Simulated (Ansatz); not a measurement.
How methods differ on MoCl2O2 (molybdenum dichloride dioxide)

The species is MoCl2O2 (5 atoms), meant as a singlet with charge 0. SMILES: `O=[Mo](=O)(Cl)Cl`. Geometry: optimised at r2SCAN/def2-SVP.

Each level gives the adiabatic electron affinity (to the doublet anion, shapes relaxed at r2SCAN/def2-SVP, no zero-point term) (eV). The values are calculated.

The electron affinity is E(neutral) − E(anion): positive where the electron is bound.

```json
{"level": "HF/def2-SVP (core potential)", "kind": "Hartree–Fock", "program": "Ansatz", "value (eV)": "3.32", "CPU time (all runs)": "7.1 s"}
{"level": "SVWN5/def2-SVP (core potential)", "kind": "LDA", "program": "Ansatz", "value (eV)": "1.82", "CPU time (all runs)": "2.5 s"}
{"level": "BLYP/def2-SVP (core potential)", "kind": "GGA", "program": "Ansatz", "value (eV)": "1.86", "CPU time (all runs)": "5.4 s"}
{"level": "r2SCAN/def2-SVP (core potential)", "kind": "meta-GGA", "program": "Ansatz", "value (eV)": "2.19", "CPU time (all runs)": "14 s"}
{"level": "PBE0-D4/def2-SVP (core potential)", "kind": "global hybrid", "program": "Ansatz", "value (eV)": "2.42", "CPU time (all runs)": "5.2 s"}
{"level": "CAM-B3LYP/def2-SVP (core potential)", "kind": "range-separated hybrid", "program": "Ansatz", "value (eV)": "2.58", "CPU time (all runs)": "6.3 s"}
{"level": "B2PLYP/def2-SVP (core potential)", "kind": "double hybrid", "program": "Ansatz", "value (eV)": "1.96", "CPU time (all runs)": "8.6 s"}
{"level": "RPA@PBE/def2-SVP (core potential)", "kind": "RPA", "program": "Ansatz", "value (eV)": "1.98", "CPU time (all runs)": "8.9 s"}
{"level": "MP2/def2-SVP (core potential)", "kind": "perturbation theory", "program": "Ansatz", "value (eV)": "0.83", "CPU time (all runs)": "7.9 s"}
```

Spin-orbit coupling, which can split open shells on such heavy atoms by tenths of an eV, is left out. The values span 0.83 to 3.32 eV. Spin contamination of the reference (⟨S²⟩ at least 0.1 too high) touches HF/def2-SVP, MP2/def2-SVP. CPU times are rough (shared hosts, several kinds of processor): they show what a rung costs within a factor of a few.
